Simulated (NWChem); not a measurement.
All runs are NWChem calculations. System: H4PSi, charge 0, spin multiplicity 2, at a geometry optimised with UPBE0/def2-SVP. The structure started from a generated list of species. Its SCF solution wasn't tested for a lower state. Level: UMP2/def2-TZVP, 10 core orbitals frozen.

NWChem printed:

```
             Northwest Computational Chemistry Package (NWChem) 7.3.0
             --------------------------------------------------------

                                NWChem Input Module
                                -------------------

 Scaling coordinates for geometry "geometry" by  1.889725989
 (inverse scale =  0.529177249)

                             Geometry "geometry" -> ""
                             -------------------------

 Output coordinates in angstroms (scale by  1.889725989 to convert to a.u.)

  No.       Tag          Charge          X              Y              Z
 ---- ---------------- ---------- -------------- -------------- --------------
    1 Si                  14.0000    -0.98862000    -0.34807700     0.08487600
    2 P                   15.0000     1.10409000     0.48552900    -0.11416700
    3 H                    1.0000    -1.19041600    -0.94396600     1.44329500
    4 H                    1.0000    -1.97940200     0.75087400    -0.11454400
    5 H                    1.0000    -1.22974900    -1.41168600    -0.94071600
    6 H                    1.0000     1.67889300    -0.80508000     0.13620900

 Effective nuclear repulsion energy (a.u.)      81.0436831551

            Nuclear Dipole moment (a.u.)
            ----------------------------
        X                 Y               Z
 ---------------- ---------------- ----------------
    -0.0000075589    -0.0000018897     0.0000056692


 Summary of "ao basis" -> "" (spherical)
 ------------------------------------------------------------------------------
       Tag                 Description            Shells   Functions and Types
 ---------------- ------------------------------  ------  ---------------------
 *                         def2-tzvp                  on all atoms

 Summary of "ao basis" -> "ao basis" (spherical)
 ------------------------------------------------------------------------------
       Tag                 Description            Shells   Functions and Types
 ---------------- ------------------------------  ------  ---------------------
 Si                        def2-tzvp                13       37   5s5p2d1f
 P                         def2-tzvp                13       37   5s5p2d1f
 H                         def2-tzvp                 4        6   3s1p

                                 NWChem SCF Module
                                 -----------------

  ao basis        = "ao basis"
  functions       =    98
[...]
     2   0 2 0    -22.837310    -28.938102    -27.210729     33.311521
     2   0 1 1      0.135488      2.453754      2.949665     -5.267931
     2   0 0 2    -22.281027    -19.139274    -14.912291     11.770538

                   NWChem MP2 Semi-direct Energy/Gradient Module
                   ---------------------------------------------

  Basis functions       =     98
  Molecular orbitals    =     98
  Frozen core           =     10
  Frozen virtuals       =      0
  Active alpha occupied =      7
  Active beta occupied  =      6
  Active alpha virtual  =     81
  Active beta virtual   =     82
  Use MO symmetry       = F
  Use skeleton AO sym   = F

  AO/Fock/Back tols     =   1.0D-09  1.0D-09  1.0D-09

 GA uses MA = F    GA memory limited = T

 Available:
  local mem=  1.26D+08
 global mem=  1.44D+08
 local disk=  0.00D+00
  mp2_memr nvloc                    81
  nvloc new                    81
   1 passes of   7:        5242880                      47930                   9196684.
   1 passes of   7: M    126151665           G      144159992           F     120908785.

 Semi-direct pass number   1 of   1  for UHF alpha       at        5.9s
  vrange nnbf                  4762
  mp2_eaftype                    35  avail_ma_in_mb                  1099
 EAF : mp2_eaftype filesize          35    4598342.
  mp2_eaf for mointskh                     35
Node 0 wrote     21.6 Mb in      0.0 s     Agg I/O rate:  1054.4 Mb/s
 Done moints_semi at        9.5s
  mp2_eaftype                    35  avail_ma_in_mb                  1064
 EAF : mp2_eaftype filesize          35    4598342.
  mp2_eaf for kh                    35
 Done maket at        9.7s
 Done multipass loop at        9.7s

 GA uses MA = F    GA memory limited = T

 Available:
  local mem=  1.26D+08
 global mem=  1.44D+08
 local disk=  0.00D+00
  mp2_memr nvloc                    82
  nvloc new                    82
   1 passes of   6:        5242880                      44182                   7982374.
   1 passes of   6: M    126151665           G      144159992           F     120908785.

 Semi-direct pass number   1 of   1  for UHF beta        at        9.8s
  vrange nnbf                  4762
  mp2_eaftype                    30  avail_ma_in_mb                  1099
 EAF : mp2_eaftype filesize          30    3991187.
  mp2_eaf for mointskh                     30
Node 0 wrote     18.7 Mb in      0.0 s     Agg I/O rate:   696.0 Mb/s
 Done moints_semi at       13.3s
  mp2_eaftype                    30  avail_ma_in_mb                  1069
 EAF : mp2_eaftype filesize          30    3991187.
  mp2_eaf for kh                    30
 Done maket at       13.5s
 Done multipass loop at       13.5s

          -------------------------------------------
          SCF energy                -631.997133519030
          Correlation energy          -0.244139597841
          Singlet pairs                0.000000000000
          Triplet pairs                0.000000000000
          Total MP2 energy          -632.241273116871
          -------------------------------------------

          ---------------------------------------------------
                    Spin Component Scaled (SCS) MP2
          Same spin pairs                     -0.042270711357
          Same spin scaling factor             0.333333333333
          Opposite spin pairs                 -0.201868886484
          Opposite spin scaling fact.          1.200000000000
          SCS-MP2 correlation energy          -0.256332900899
          Total SCS-MP2 energy              -632.253466419929
          ---------------------------------------------------

 -----------------------
 Performance information
 -----------------------

 Timer overhead =  1.36D-07 seconds/call

               Nr. of calls         CPU time (s)                 Wall time (s)                GFlops
             ---------------    -------------------     ------------------------------   -------------------
Name         Min   Avg   Max    Min     Avg     Max     Min     Avg     Max   Mx/calls   Min     Max     Sum
mp2: moin     2     2     2    7.2     7.2     7.2      7.2     7.2     7.2     3.6      0.0     0.0     0.0
mp2: make     2     2     2   0.30    0.30    0.30     0.30    0.30    0.30    0.15      0.0     0.0     0.0
mp2: tota     1     1     1    7.6     7.6     7.6      7.6     7.6     7.6     7.6      0.0     0.0     0.0

 The average no. of pstat calls per process was 5.00D+00
 with a timing overhead of 6.80D-07s

 Task  times  cpu:       13.4s     wall:       13.4s

 Total times  cpu:       13.5s     wall:       13.5s
```

Question: Write an NWChem input that would produce this output.

Answer: One answer among several that fit: 
```
start mol
memory heap 200 mb stack 900 mb global 1100 mb
geometry units angstroms nocenter noautoz noautosym
  Si    -0.988620    -0.348077     0.084876
  P      1.104090     0.485529    -0.114167
  H     -1.190416    -0.943966     1.443295
  H     -1.979402     0.750874    -0.114544
  H     -1.229749    -1.411686    -0.940716
  H      1.678893    -0.805080     0.136209
end
basis spherical
  * library def2-tzvp
end
scf
  uhf
  nopen 1
  maxiter 100
  thresh 1e-7
  semidirect memsize 60000000 filesize 0
  # guess.movecs holds the orbitals of an unrestricted PBE0 run
  vectors input guess.movecs output mol.movecs
end
mp2
  freeze core 10
end
task mp2 energy
```
